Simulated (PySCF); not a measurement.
Molecule: (CH3CH2)3CF (SMILES CCC(F)(CC)CC).

Geometry:
| atom | x (Å) | y (Å) | z (Å) |
| --- | --- | --- | --- |
| C1 | 2.694 | 0.415 | 0.784 |
| C2 | 1.723 | -0.176 | -0.224 |
| C3 | 0.282 | -0.298 | 0.267 |
| F4 | 0.310 | -1.128 | 1.396 |
| C5 | -0.572 | -1.010 | -0.781 |
| C6 | -2.007 | -1.280 | -0.362 |
| C7 | -0.316 | 1.022 | 0.749 |
| C8 | -0.462 | 2.098 | -0.313 |
| H9 | 2.626 | -0.122 | 1.741 |
| H10 | 2.496 | 1.480 | 0.979 |
| H11 | 3.730 | 0.335 | 0.423 |
| H12 | 1.728 | 0.409 | -1.158 |
| H13 | 2.052 | -1.192 | -0.500 |
| H14 | -0.544 | -0.424 | -1.714 |
| H15 | -0.068 | -1.964 | -1.007 |
| H16 | -2.595 | -0.354 | -0.268 |
| H17 | -2.517 | -1.917 | -1.100 |
| H18 | -2.033 | -1.798 | 0.608 |
| H19 | 0.312 | 1.386 | 1.578 |
| H20 | -1.294 | 0.796 | 1.200 |
| H21 | -0.900 | 3.011 | 0.117 |
| H22 | 0.507 | 2.378 | -0.753 |
| H23 | -1.120 | 1.778 | -1.136 |

Geometry PBE0-D3(BJ)/def2-SVP throughout; GIAO in PySCF 2.14, gas phase, one conformer, non-relativistic; equivalent atoms averaged; functional PBE0.

For orientation, def2-SVP gives these shifts δ (against TMS, CFCl3 at the same level): C3 93.1, C2/C5/C7 29.1, C1/C6/C8 8.5, F4 -167.0, H12/H13/H14/H15/H19/H20 1.36, H9/H10/H11/H16/H17/H18/H21/H22/H23 0.79 ppm.

A run gave: C3 96.2, C2/C5/C7 29.9, C1/C6/C8 8.2, F4 -181.5, H12/H13/H14/H15/H19/H20 1.49, H9/H10/H11/H16/H17/H18/H21/H22/H23 0.81 ppm (shifts δ (against TMS, CFCl3 at the same level)).

Task: Which basis set was used in that run?
A. cc-pVDZ
B. 6-311+G(2d,p)
C. pcSseg-0
D. STO-3G
E. 6-31G

Result: B. F4 tells them apart best: 6-311+G(2d,p) gives -181.5, STO-3G gives -114.7, cc-pVDZ gives -174.8, pcSseg-0 gives -205.7, 6-31G gives -198.8 ppm.
